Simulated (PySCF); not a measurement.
## Does the structure fit the spectrum?

A compound C5H8NPSi gives the data below (simulated from a calculation) and was assigned the structure `Cc1cpcnc1[SiH3]`.

$^{13}$C{$^{1}$H} NMR (computed): δ 188.9 (CH), 181.9 (C), 151.4 (CH), 143.5 (C), 24.5 (CH3).

$^{1}$H NMR (400 MHz, computed): δ 10.58 (m, 1H), 9.00 (m, 1H), 4.72 (m, 3H), 2.61 (s, 3H).

Computational details: shieldings: GIAO PBE0/pcSseg-1, GFN2-xTB structure, in PySCF (fast rotation and ring inversion assumed for equivalent nuclei, no relativistic terms, one conformer, no solvent model).

References, each an isolated molecule treated in the same way: TMS for $^{1}$H, $^{13}$C.

Question: Compare with the shifts computed for the proposed structure, pairing carbons in order of shift.

Answer: Mapped SMILES: `[CH3:1][c:2]1[cH:3][p:4][cH:5][n:6][c:7]1[SiH3:8]`. Hydrogens are named by the atom that carries them.

```csv
atom,computed for proposal,given list,difference
C5,185.9,188.9,-3.0
C3,171.8,181.9,-10.1
C7,164.8,151.4,+13.4
C2,143.9,143.5,+0.4
C1,27.4,24.5,+2.9
```

The rms difference is 7.7 ppm and the largest +13.4 ppm at C7 (substituted aromatic carbon next to a ring nitrogen). The carbon types in order of shift don't match either: CH, CH, C, C, CH3 for the proposal against CH, C, CH, C, CH3 in the data. The proposal doesn't fit.

Question: Which isomer fits?

Answer: `InChI=1S/C5H8NPSi/c1-4-2-6-3-7-5(4)8/h2-3H,1,8H3`.

- δC 188.9, 151.4: aromatic CH next to a ring nitrogen; the adjacent pyridine-type nitrogen withdraws density from it.
- δC 181.9, 143.5: substituted aromatic carbon.
- δH 10.58, 9.00: hydrogen on an aromatic CH next to a ring nitrogen; ring current plus the neighbouring ring nitrogen.
- δH 2.61: hydrogen on a methyl carbon on an aromatic ring; benzylic-type position, deshielded by the ring.

The shifts were computed for this structure.

Splittings by $^{31}$P in the carbon and heteronuclear signals aren't shown, as no couplings were computed. Shifts are as computed. Against solution values, carbons near 30 ppm lie about +3 ppm off and those near 130 ppm about +5 ppm. Of 1211 compounds with measured shifts, 218 miss one by over three times the rms of a fit or turn the order of signals round; such compounds aren't used in these exercises. No couplings were computed; multiplicities are counted from neighbouring protons, with m where these are inequivalent, close in shift, in a saturated or five-membered ring or joined by F or P, and br s for small geminal =CH2 splittings.
